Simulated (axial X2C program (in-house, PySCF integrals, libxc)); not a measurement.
Which molecule gave these maps?

PBE0 fields computed with an in-house all-electron X2C program for linear molecules (integrals from PySCF), without spin–orbit coupling, near the equilibrium distance, one atom at z = 0.

The maps cover the half plane through the axis: z from -2.4 to 4.8 Å along the bond, ρ from 0.15 to 2.25 Å away from it.

log10 of the density in e/bohr³:

```
 ρ\z  -2.4  -1.8  -1.2  -0.6   0.0   0.6   1.2   1.8   2.4   3.0   3.6   4.2   4.8
0.15  -2.8  -2.1  -1.4  -0.1   1.8  -0.1  -1.1  -0.8   1.1  -0.8  -1.4  -2.2  -3.0
0.45  -2.8  -2.2  -1.5  -0.5   0.4  -0.5  -1.2  -0.9  -0.4  -0.9  -1.5  -2.3  -3.1
0.75  -2.9  -2.3  -1.7  -1.0  -0.5  -1.0  -1.4  -1.2  -1.0  -1.2  -1.7  -2.4  -3.2
1.05  -3.1  -2.4  -1.9  -1.5  -1.2  -1.5  -1.7  -1.5  -1.3  -1.5  -2.0  -2.6  -3.3
1.35  -3.2  -2.7  -2.2  -1.9  -1.8  -2.0  -2.0  -1.8  -1.7  -1.9  -2.3  -2.9  -3.5
1.65  -3.4  -2.9  -2.5  -2.2  -2.2  -2.4  -2.4  -2.2  -2.2  -2.3  -2.6  -3.2  -3.8
1.95  -3.7  -3.2  -2.8  -2.6  -2.6  -2.7  -2.8  -2.6  -2.6  -2.7  -3.0  -3.5  -4.0
2.25  -3.9  -3.5  -3.2  -3.0  -3.0  -3.1  -3.2  -3.1  -3.0  -3.1  -3.4  -3.8  -4.3
```

Electron localisation function (collinear form, no current term, damped to 0 at low density):

```
 ρ\z  -2.4  -1.8  -1.2  -0.6   0.0   0.6   1.2   1.8   2.4   3.0   3.6   4.2   4.8
0.15  0.92  0.93  0.50  0.64  0.74  0.65  0.49  0.29  0.66  0.12  0.96  0.87  0.41
0.45  0.90  0.94  0.55  0.45  0.75  0.44  0.50  0.69  0.22  0.55  0.95  0.84  0.36
0.75  0.86  0.94  0.66  0.27  0.47  0.24  0.49  0.83  0.51  0.90  0.92  0.77  0.26
1.05  0.74  0.93  0.76  0.31  0.24  0.20  0.44  0.79  0.82  0.89  0.85  0.64  0.14
1.35  0.49  0.90  0.83  0.47  0.26  0.19  0.33  0.68  0.76  0.80  0.72  0.44  0.05
1.65  0.19  0.79  0.83  0.59  0.31  0.14  0.21  0.52  0.61  0.64  0.52  0.22  0.01
1.95  0.04  0.48  0.72  0.57  0.27  0.08  0.11  0.33  0.41  0.42  0.28  0.06  0.00
2.25  0.01  0.13  0.41  0.37  0.14  0.04  0.05  0.15  0.20  0.19  0.08  0.01  0.00
```

Axial spin density in 10⁻³ e/bohr³:

```
 ρ\z  -2.4  -1.8  -1.2  -0.6  0.0   0.6   1.2   1.8    2.4   3.0   3.6   4.2   4.8
0.15  -0.1  -0.4  -0.9   0.5  4.8   0.3  -2.8  -1.0  206.3  -4.0  -2.9  -0.5  -0.1
0.45  -0.1  -0.3  -0.7   0.8  1.2  -0.3   0.9  15.5   16.4  10.5  -0.5  -0.3   0.0
0.75  -0.1  -0.2  -0.4   0.5  0.1   0.5   4.1  22.1   43.5  17.3   1.5   0.0   0.0
1.05  -0.1  -0.2  -0.2   0.4  0.8   1.4   4.4  15.9   27.4  12.5   1.9   0.1   0.0
1.35   0.0  -0.1  -0.1   0.2  0.7   1.3   3.2   8.6   12.6   6.6   1.4   0.2   0.0
1.65   0.0  -0.1   0.0   0.1  0.5   0.8   1.8   4.0    5.3   3.1   0.8   0.1   0.0
1.95   0.0   0.0   0.0   0.1  0.2   0.5   0.9   1.7    2.1   1.3   0.4   0.1   0.0
2.25   0.0   0.0   0.0   0.1  0.1   0.2   0.4   0.7    0.8   0.5   0.2   0.1   0.0
```

Which molecule is it?
A. ReO⁻
B. MtP⁺
C. InP
D. LiSg⁺

C. InP, with In at z = 0 and P at z = 2.437 Å, state M_S = 1, Λ = 0 (beyond evenly filled blocks: π+α, π-α), basis In dyall-cv3z [11s12p9d4f1g], P dyall-v3z [8s7p2d1f] (cores contracted in-house). The state is one determinant with fixed occupations, lowest in a PBE0 search at one distance only: followed along the bond, the 2c determinant Ω = 1 reaches 0.25 eV lower at PBE0, at Re = 2.646 Å, so the state shown is not the lowest. With spin–orbit coupling the lowest determinant has another configuration, so this spin-free state is a model.
